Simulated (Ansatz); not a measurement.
Harmonic frequencies (cm⁻¹) at PBE0-D4/def2-TZVP from Ansatz: 49, 85, 92, 110, 128, 131, 144, 175, 376, 409, 441, 494, 590, 732, 754, 1198, 1228, 1447, 1451, 2705, 2720, 3060, 3150, 3158.

Each molecule was computed in one conformer, which needn't be the lowest.

(1) Which molecule is it?
A. `[CH3][Ga-]([SH2+])([Cl])[Cl]`
B. `[SiH3][OH+][Al-]([Cl])([Cl])[Cl]`
C. `[OH][Al-]([OH])([OH])[AsH3+]`
D. `C[B-]([SH2+])(Cl)Cl`

Answers

(1) A.
